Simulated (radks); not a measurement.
Question: Ionisation of the tungsten ion W+, [Xe] 4f14 5d4 6s1, to [Xe] 4f14 5d4 as the strength of local exchange is varied. Calculated with a radial shooting solver on a logarithmic mesh with Libxc functionals: Dirac Kohn-Sham, Slater X-alpha exchange (alpha = 2/3 is LDA exchange), no correlation, spin-unpolarised, spherical densities, point nucleus; open shells fill j = l - 1/2 first.

alpha  E(W+) (hartree)  exchange (hartree)  IE (eV)  -e of the level emptied (eV)  <r> of it (bohr)
0.667      -16148.7126           -307.8421   14.831                11.312 (6s1/2)             2.997
0.73       -16177.8173           -337.5708   15.282                11.747 (6s1/2)             2.960
0.825      -16221.8117           -382.6113   15.974                12.418 (6s1/2)             2.906
0.868      -16241.7669           -403.0815   16.292                12.729 (6s1/2)             2.882
0.933      -16271.9815           -434.1235   16.779                13.206 (6s1/2)             2.846
0.983      -16295.2641           -458.0826   17.158                13.579 (6s1/2)             2.819
1.043      -16323.2498           -486.9261   17.618                14.033 (6s1/2)             2.787
?          -16246.8760           -408.3264   16.374                12.809 (6s1/2)             2.876

Which alpha was used in the last row?

Answer: alpha = 0.879. NIST Atomic Spectra Database: 16.4 +/- 0.15 eV (semi-empirical). The Delta-SCF value meets it near alpha = 0.88. Spin polarisation and multiplet splitting are left out, so open shells lie too high by an amount that depends on their filling.

Beside tabulated values, note that spin-unpolarised runs miss the spin-polarisation part of the exchange energy of open shells.
